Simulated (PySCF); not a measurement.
C3H2F3, multiplicity 2. Atoms are numbered in the order given.

```xyz
8

C     -0.1441    -2.1383     0.0000
C      0.5832    -1.0474     0.0000
C      0.0066     0.3381     0.0000
F     -1.3221     0.3381     0.0000
F      0.4184     1.0187     1.0749
F      0.4184     1.0187    -1.0749
H      0.0097    -3.2161     0.0000
H      1.6838    -1.0775     0.0000
```
Charge 0, spin multiplicity 2.

Coordinates come from a PBE0-D3(BJ)/def2-SVP optimisation. The isomer is the one that the SMILES or the coordinates give; other isomers of the formula were not compared.

These are PBE0-D3(BJ)/def2-SVP (PySCF 2.14.0) values and carry that method's errors.

Harmonic, unscaled wavenumbers; measured fundamentals usually lie a few per cent lower.

```
mode  ν (cm⁻¹)  IR (km/mol)  moving atoms (share of kinetic energy)
----  --------  -----------  --------------------------------------
1           93          1.2                  C 54 %, F 26 %, H 20 %
2          251          0.4                  F 48 %, C 38 %, H 14 %
3          339          7.5                  F 53 %, H 33 %, C 14 %
4          439          2.4                          F 56 %, C 37 %
5          538          2.2                          F 77 %, H 15 %
6          561         10.7                          F 66 %, C 28 %
7          627         17.4                  F 42 %, H 30 %, C 28 %
8          721         31.0                  H 53 %, C 27 %, F 20 %
9          786         21.7                  F 47 %, H 35 %, C 18 %
10         876          0.1                          H 65 %, C 34 %
11         904         26.1                  F 41 %, C 32 %, H 26 %
12        1172         62.2                  H 55 %, C 34 %, F 10 %
13        1230        342.2                          C 77 %, F 23 %
14        1300        244.4                  C 64 %, H 24 %, F 12 %
15        1339        269.9                          C 86 %, F 12 %
16        1736         27.9                                  C 94 %
17        3124          0.3                                  H 92 %
18        3300          6.5                          H 90 %, C 10 %
```
